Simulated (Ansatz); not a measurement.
Total energies of tetramethylammonium triflate (C5H12F3NO3S) from Ansatz at PBE-D4/def2-SVP, gas phase (1 Eh = 27.2114 eV = 2625.5 kJ/mol). The reference geometry is relaxed at PBE-D4/def2-SVP.

```
atom   x (Å)   y (Å)   z (Å)
  C1   2.475   0.084  -0.995
  N2   1.368   0.484  -0.070
  C3   0.406   1.388  -0.805
  C4   1.925   1.226   1.106
  C5   0.660  -0.755   0.424
  H6   2.994   0.990  -1.360
  H7   3.186  -0.567  -0.454
  H8   2.036  -0.465  -1.846
  H9  -0.061   0.813  -1.625
 H10  -0.419   1.642  -0.110
 H11   0.969   2.272  -1.158
 H12   2.630   0.571   1.650
 H13   2.446   2.134   0.752
 H14   1.084   1.505   1.766
 H15   1.401  -1.391   0.942
 H16   0.190  -1.259  -0.440
 H17  -0.172  -0.433   1.079
 O18  -1.746  -0.602  -1.396
 S19  -2.687  -0.160  -0.304
 O20  -3.986   0.390  -0.741
 O21  -2.000   0.592   0.817
 C22  -3.108  -1.799   0.531
 F23  -3.916  -1.620   1.588
 F24  -1.969  -2.402   0.977
 F25  -3.705  -2.640  -0.329
```

```tsv
state	geometry	energy (Eh)
charge 0 singlet	reference	-1174.11479
charge 1 doublet	reference	-1173.81333
charge -1 doublet	reference	-1174.07037
charge -1 doublet	relaxed at PBE-D4/def2-SVP	-1174.07961
```

Q: Work out the vertical ionisation energy to the doublet.

A: E(charge 1 doublet) − E(charge 0 singlet) = -1173.81333 − (-1174.11479) = 0.30146 Eh = 8.20 eV. For comparison, −ε of the highest occupied level is 4.79 eV at this level, 3.41 eV less.

Q: Work out the vertical electron affinity, to the doublet.

A: E(charge 0 singlet) − E(charge -1 doublet) = -1174.11479 − (-1174.07037) = -0.04442 Eh = -1.21 eV; negative, so the extra electron isn't bound. The basis lacks diffuse functions, which makes affinities too small.

Q: Give the fundamental gap IE − EA, the Mulliken electronegativity (IE + EA)/2 and the hardness (IE − EA)/2.

A: From the values in Eh: IE − EA = 0.30146 − (-0.04442) = 0.34588 Eh = 9.41 eV; (IE + EA)/2 = 3.50 eV; (IE − EA)/2 = 4.71 eV. The HOMO–LUMO gap of the same run is 3.90 eV, 5.51 eV smaller than the fundamental gap.

Q: How much does the charge -1 doublet relax, and what is the adiabatic electron affinity?

A: Relaxation: -1174.07037 − (-1174.07961) = 0.00924 Eh = 0.25 eV. Adiabatic electron affinity: -0.03518 Eh = -0.96 eV, without zero-point energy. 

At PBE-D4/def2-SVP the highest occupied level of the charge -1 doublet lies above zero (up to 3.36 eV). By energy differences it is unbound by 1.21 eV (vertical, against the charge 0 singlet, at PBE-D4/def2-SVP) and held by the finite basis. At PBE-D4/def2-SVP the highest occupied level of the relaxed charge -1 doublet lies above zero (up to 2.89 eV). By energy differences it is unbound by 0.96 eV (each at its own geometry, against the charge 0 singlet, at PBE-D4/def2-SVP) and held by the finite basis.
